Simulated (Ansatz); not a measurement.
**Four-centre ligand exchange**

Start structure (SiH$_{2}$Cl$_{4}$, singlet), relaxed at PBE0-D4/def2-TZVP:

Si1  (-0.556, 0.894, 0.270)
Cl2  (-1.751, -0.722, 0.484)
Cl3  (0.028, 1.053, -1.658)
Cl4  (-1.574, 2.558, 0.804)
Cl5  (1.070, 0.694, 1.455)
H6  (1.100, -2.401, -0.845)
H7  (1.683, -2.077, -0.510)
(Å)

The step: SiCl₄ ([Cl][Si]([Cl])([Cl])[Cl]) + H₂ → SiHCl₃ ([Cl][SiH]([Cl])[Cl]) + HCl; bonds formed: Si1–H7, Cl2–H6; bonds broken: Si1–Cl2, H6–H7. Program: Ansatz 0.2.0. Basis: def2-TZVPP and def2-QZVPP. Cores are frozen in the correlated methods. Extrapolation: Hartree–Fock as exp(−7.88 √X), correlation as X^−2.97. Energies below are by CCSD(T) at an estimated basis limit (MP2 extrapolated from triple and quadruple zeta, plus CCSD(T) − MP2 in triple zeta).

(1) What are the electronic barrier and the energy of the step, from the start structure to the end structure? (An estimate is asked for; the value comes from the calculation.)

No T1 diagnostic of these runs exceeds 0.011. The start structure is not quite a true minimum (one mode of 30i cm⁻¹).

## Answers

(1) Computed: Barrier 2.661 eV; step energy 0.654 eV (uphill); reverse barrier, their difference, 2.006 eV. Barrier and step energy count from the start structure, the reverse barrier from the end structure.

The saddle point: One imaginary mode of 864i cm⁻¹.
| pair | start (Å) | saddle (Å) | end (Å) |
| --- | --- | --- | --- |
| Si1–H7 | 3.80 | 1.66 | 1.47 |
| Cl2–H6 | 3.57 | 1.65 | 1.28 |
| Si1–Cl2 | 2.02 | 2.42 | 3.91 |
| H6–H7 | 0.75 | 0.93 | 3.25 |

Zero-point energy (harmonic, PBE0-D4): ZPE is 0.495 eV at the start and 0.565 eV at the saddle, so the barrier goes from 2.661 to 2.731 eV.

Labels in which every atom is bracketed show which atoms are joined, not bond orders.

For scale, one of the runs: CCSD(T)/def2-TZVPP, 238 basis functions, launched by `ansatz run in.yaml --threads 4 --pin off --events-out ev --progress --plain --max-ram 9574MiB`. The run took 110 s on 4 CPU threads of an Arm Neoverse V2 (shared host), with 3.9 GiB of host memory at its peak.
